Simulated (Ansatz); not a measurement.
Basis-set extrapolation for FH5O2Si2 (`O[Si](O)(F)[SiH3]`) (PBE0-D4/def2-TZVP geometry, frozen core, Ansatz 0.2.0). Multiplicity 1, RHF reference.

```json
{"": "HF", "def2-TZVPP": "-830.262596", "def2-QZVPP": "-830.293511"}
{"": "MP2 correlation", "def2-TZVPP": "-0.970948", "def2-QZVPP": "-1.054610"}
{"": "CCSD(T) correlation", "def2-TZVPP": "-1.037046", "def2-QZVPP": "not run"}
```

Energies in hartree. Use E(X) = E(∞) + A·exp(−7.88·√X) for Hartree–Fock and E(X) = E(∞) + B·X^(−2.97) for correlation, with X = 3 and 4, and add CCSD(T) minus MP2 of the smaller set to the MP2 limit.

**Question.** What is the CCSD(T) energy at the basis-set limit?

**Answer.** HF limit: -830.293511 + (-0.030915) × 0.13774 = -830.29777. MP2 limit: -1.054610 + (-0.083662) × 0.74074 = -1.11658. Higher-order term: -1.037046 − (-0.970948) = -0.06610. Total: -831.48045 hartree, 4.92 eV below CCSD(T)/def2-TZVPP.
